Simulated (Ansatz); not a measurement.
C$_{2}$H$_{4}$BBrSn (`BrC1=C[B]1[SnH3]`), relaxed with RKS PBE0-D4/def2-TZVP in the Gaussian-basis code of Ansatz from a PBE-D4/def2-SVP geometry. The force threshold is 0.005 eV/Å; the program also tests the step.

Total charge 0; spin multiplicity 1. Sn takes the def2 core potential.

Start:

```xyz
9

Br   -1.062    3.191   -1.167
C    -0.980    1.395   -0.673
C    -1.759    0.286   -0.634
B    -0.345    0.154   -0.143
Sn    1.367   -0.999    0.706
H    -2.774   -0.070   -0.867
H     2.386    0.009    1.672
H     0.838   -2.323    1.683
H     2.331   -1.643   -0.577
```

Question: How much energy does the relaxation release, and in how many steps? (Best estimate.)

Answer: Ansatz gave: 4.32 kJ/mol, in 7 steps, 1 of them rejected.

Question: Which bonds change most? (An estimate is asked.)

Answer: Computed: Sn5–H9 from 1.729 to 1.707 Å; Sn5–H7 from 1.728 to 1.706 Å; C2–B4 from 1.491 to 1.470 Å; Sn5–H8 from 1.728 to 1.707 Å.

Question: Give the relaxed structure. (An estimate is asked.)

Answer: Computed: 
```xyz
9

Br   -1.069    3.154   -1.167
C    -0.973    1.378   -0.667
C    -1.733    0.282   -0.622
B    -0.336    0.163   -0.138
Sn    1.358   -0.988    0.698
H    -2.730   -0.067   -0.850
H     2.364   -0.003    1.663
H     0.814   -2.293    1.655
H     2.305   -1.626   -0.572
```
